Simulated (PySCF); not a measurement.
NICS in isomers of C5H9NO3Si.

NICS is the negative of the GIAO shielding at a point without a nucleus: at the ring centre (0) and 1 Å above and below it (1); zz is the component along the ring normal. Level: GIAO PBE0/pcSseg-1 (PySCF, non-relativistic, gas phase) on the GFN2-xTB geometries, one conformer each. Atom numbers follow the mapped SMILES.

**Question.** Order these rings by mean NICS(1)zz, lowest (most negative) first (ppm).
A. ring C4–N5–O6–C7–C8 in `[CH3:1][CH2:2][O:3][c:4]1[n:5][o:6][cH:7][c:8]1[O:9][SiH3:10]`
B. ring C6–C7–C8–C9–O10 in `[CH3:1][O:2][Si@@:3]([NH2:4])([OH:5])[c:6]1[cH:7][cH:8][cH:9][o:10]1`
C. ring C4–N5–O6–C7–C8 in `[OH:1][CH2:2][CH2:3][c:4]1[n:5][o:6][cH:7][c:8]1[O:9][SiH3:10]`
D. ring N5–C6–C7–C8–C10 in `[CH3:1][O:2][Si@H:3]([OH:4])[n:5]1[cH:6][cH:7][c:8]([OH:9])[cH:10]1`

**Answer.** B (-28.2), D (-26.2), C (-24.9), A (-21.6).

| SMILES | ring | NICS(0) | NICS(1) | NICS(1)zz | HOMA | rms pucker (Å) | ring atoms with four or more neighbours |
| --- | --- | --- | --- | --- | --- | --- | --- |
| CO[Si@@](N)(O)c1ccco1 | 5-membered ring with O; formal bonds all aromatic | -12.5 | -11.1 | -28.2 | 0.47 | 0.00 | 0 |
| CO[Si@H](O)n1ccc(O)c1 | 5-membered ring with N; formal bonds all aromatic | -14.1 | -10.2 | -26.2 | 0.83 | 0.00 | 0 |
| OCCc1nocc1O[SiH3] | 5-membered ring with N and O; formal bonds all aromatic | -12.6 | -10.6 | -24.9 | 0.57 | 0.00 | 0 |
| CCOc1nocc1O[SiH3] | 5-membered ring with N and O; formal bonds all aromatic | -13.0 | -9.6 | -21.6 | 0.50 | 0.00 | 0 |

NICS(0) gives another order. The isotropic NICS(1) gives another order. Over the 4 rings with a HOMA value its correlation coefficient with NICS(1)zz is -0.15. HOMA uses Krygowski's 1993 parameters. NICS(1) and NICS(1)zz are means over the two faces.
